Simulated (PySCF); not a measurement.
Compound: C4H7BrO.
SMILES with atom numbers: `[CH3:1][C@H:2]([Br:3])[CH2:4][CH:5]=[O:6]` (hydrogens: H7, H8, H9 on C1; H10 on C2; H11, H12 on C4; H13 on C5)

Method: PySCF, PBE0-D3(BJ)/def2-SVP geometry optimisation, gas phase.

(1) List the bond lengths, angles and torsions at this level.

Results:

(1) 
```json
{"bond": "C1–C2", "length (Å)": "1.512", "order": "single"}
{"bond": "C2–Br3", "length (Å)": "1.966", "order": "single"}
{"bond": "C2–C4", "length (Å)": "1.517", "order": "single"}
{"bond": "C4–C5", "length (Å)": "1.505", "order": "single"}
{"bond": "C5=O6", "length (Å)": "1.202", "order": "double"}
{"bond": "C1–H7, C1–H8, C1–H9", "length (Å)": "1.100", "order": "single"}
{"bond": "C2–H10", "length (Å)": "1.098", "order": "single"}
{"bond": "C4–H11", "length (Å)": "1.105", "order": "single"}
{"bond": "C4–H12", "length (Å)": "1.105", "order": "single"}
{"bond": "C5–H13", "length (Å)": "1.122", "order": "single"}
```

Bonds in one row agree within 0.01 Å and their mean is given. Orders are formal, as drawn. A selection of angles:
```json
{"angle": "C2–C1–H7", "degrees": "111.0"}
{"angle": "C2–C1–H9", "degrees": "108.9"}
{"angle": "H7–C1–H8", "degrees": "108.3"}
{"angle": "H7–C1–H9", "degrees": "109.0"}
{"angle": "C1–C2–Br3", "degrees": "109.8"}
{"angle": "C1–C2–C4", "degrees": "114.1"}
{"angle": "C1–C2–H10", "degrees": "110.3"}
{"angle": "Br3–C2–C4", "degrees": "108.5"}
{"angle": "Br3–C2–H10", "degrees": "104.2"}
{"angle": "C4–C2–H10", "degrees": "109.5"}
{"angle": "C2–C4–C5", "degrees": "114.1"}
{"angle": "C2–C4–H11", "degrees": "111.3"}
{"angle": "C2–C4–H12", "degrees": "111.1"}
{"angle": "C5–C4–H11", "degrees": "108.5"}
{"angle": "C5–C4–H12", "degrees": "106.5"}
{"angle": "H11–C4–H12", "degrees": "104.9"}
{"angle": "C4–C5–O6", "degrees": "125.2"}
{"angle": "C4–C5–H13", "degrees": "114.1"}
{"angle": "O6–C5–H13", "degrees": "120.7"}
```

Torsions: C1–C2–C4–C5 -71° (synclinal); C2–C4–C5–O6 -2° (synperiplanar).

Of the pairs four or more bonds apart, O6···H9 is among the closest relative to their van der Waals radii: 2.55 Å, 94 % of the sum of Bondi's values.

Point group: C1 (no symmetry element, even within 0.4 Å). Not checked by PBE0-D3(BJ)/def2-SVP frequencies. The numbers are those of one conformer.

Hardware: one thread of an Intel Xeon Platinum 8259CL at 2.50 GHz, shared host with 48 logical CPUs at a one-minute load of 55. Cost: 2.0 min, 0.56 GiB resident at most. That covers the optimisation of the geometry.
